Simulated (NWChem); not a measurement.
System: TiH2Cl2; SMILES [Cl][TiH2][Cl]

Here is an NWChem input.

```
start job
memory heap 200 mb stack 900 mb global 1100 mb
geometry units angstroms noautoz
  Ti     0.000000     0.000000    -0.597436
  Cl     1.890370     0.000000     0.477632
  Cl    -1.890370     0.000000     0.477632
  H      0.000000    -1.346296    -1.602985
  H      0.000000     1.346296    -1.602985
end
basis spherical
  * library def2-tzvp
end
dft
  xc mpw1k
  iterations 150
  mulliken
end
task dft energy
```

All runs use the structure optimised with B3LYP/6-31G* (spherical d).

Q: Predict the main results of this run. (MPW1K/def2-TZVP.) Quantities: energy (Ha); highest occupied level (eV); orbital gap (eV); dipole (D).

A: 
* **energy (Ha)**: -1771.23
* **highest occupied level (eV)**: -10.57
* **orbital gap (eV)**: 7.95
* **dipole (D)**: 0.45
